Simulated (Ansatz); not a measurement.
Born–Oppenheimer molecular dynamics of C₂H₉FO₂Si₂ (16 atoms, charge 0, multiplicity 1). It starts from a relaxed structure.

Computed with RKS B3LYP/6-31G in Ansatz.

```json
{
 "ensemble": "NVT, Nosé–Hoover chain",
 "time step": "0.5 fs",
 "steps asked": "166",
 "set temperature": "700 K",
 "thermostat": "time constant 50 fs, chain length 5",
 "seed": "414648"
}
```

First frame:

```xyz
16
Properties=species:S:1:pos:R:3
Si 0.191 -0.445 0.536
Si 0.123 0.373 2.734
H -1.298 0.397 3.213
H 0.924 -0.542 3.607
H 0.693 1.757 2.777
O 1.820 -0.445 0.056
C 2.393 -1.104 -1.111
H 1.974 -2.108 -1.233
H 2.201 -0.510 -2.011
H 3.468 -1.168 -0.939
F -0.739 0.543 -0.502
O -0.416 -2.024 0.282
C -1.754 -2.443 -0.091
H -2.433 -2.378 0.768
H -2.148 -1.832 -0.909
H -1.683 -3.484 -0.411
```

Q: How far do the bonds stretch over the last three quarters of this one trajectory? (Pairs bonded in most of those frames.)

A: 
```
   bond  mean (Å)  spread (Å)  shortest  longest
Si1–Si2     2.361       0.043      2.30     2.43
 Si1–O6     1.707       0.038      1.64     1.78
Si1–F11     1.702       0.068      1.62     1.81
Si1–O12     1.729       0.043      1.66     1.81
 Si2–H3     1.504       0.029      1.46     1.55
 Si2–H4     1.514       0.094      1.37     1.65
 Si2–H5     1.498       0.012      1.48     1.52
  O6–C7     1.476       0.055      1.38     1.57
  C7–H8     1.107       0.050      1.02     1.18
  C7–H9     1.104       0.044      1.02     1.20
 C7–H10     1.095       0.019      1.06     1.13
O12–C13     1.490       0.095      1.33     1.64
C13–H14     1.120       0.076      0.99     1.23
C13–H15     1.098       0.025      1.06     1.14
C13–H16     1.093       0.027      1.05     1.14
```

Mean temperature of the second half: 459 K. The conserved energy stayed within 0.66 meV per atom of its start (net change 0.13 meV per atom), so the integration is sound. The mean temperature of the second half is 34 % below the set value. A run of 0.083 ps of so small a system gives no equilibrium averages. Limits of this set-up: no polarisation functions.

Run time: 12 min on 2 threads of Arm Neoverse V1, on a shared host, peak memory 0.23 GiB.
